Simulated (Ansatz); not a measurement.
Calculated with Ansatz (gas phase, PBE0-D4/def2-TZVP geometries, no zero-point term in ΔE). CCSD(T)/CBS is the MP2 limit (def2-TZVPP, def2-QZVPP) plus CCSD(T) − MP2 in def2-TZVPP, frozen cores. For As, Br outer-core shells are correlated without core-valence functions, which leaves a few kJ/mol of doubt a bond. Scalar relativity is left out up to krypton. Each species was taken in one conformer, which may not be the lowest.

`C[SiH2]C[AsH2]` + HBr → `C[SiH2]CBr` + `[AsH3]`  (substitution at a C–As bond)

| species | CCSD(T)/CBS(def2) energy (Eh) |
| --- | --- |
| `C[SiH2]C[AsH2]` | -2605.61274 |
| HBr | -2573.91920 |
| `C[SiH2]CBr` | -2942.73033 |
| `[AsH3]` | -2236.79077 |

**Question.** Work out ΔE.

**Answer.** ΔE = (-2942.73033) + (-2236.79077) − (-2605.61274) − (-2573.91920) = 0.01084 Eh = +28.5 kJ/mol.

Largest T1 diagnostic among the species: 0.011.

In def2-TZVPP, CCSD(T) changes the Hartree–Fock value by +9.2 kJ/mol (the triples alone add +0.5 kJ/mol) and MP2 by +12.6 kJ/mol. The D4 term adds +4.8 kJ/mol with B3LYP and +2.8 kJ/mol with PBE0; it sums over pairs of atoms, weighted by their polarisabilities, and B3LYP, whose exchange is more repulsive, gets the larger term.

B3LYP here is the variant with VWN-RPA as its local correlation; programs differ in this.
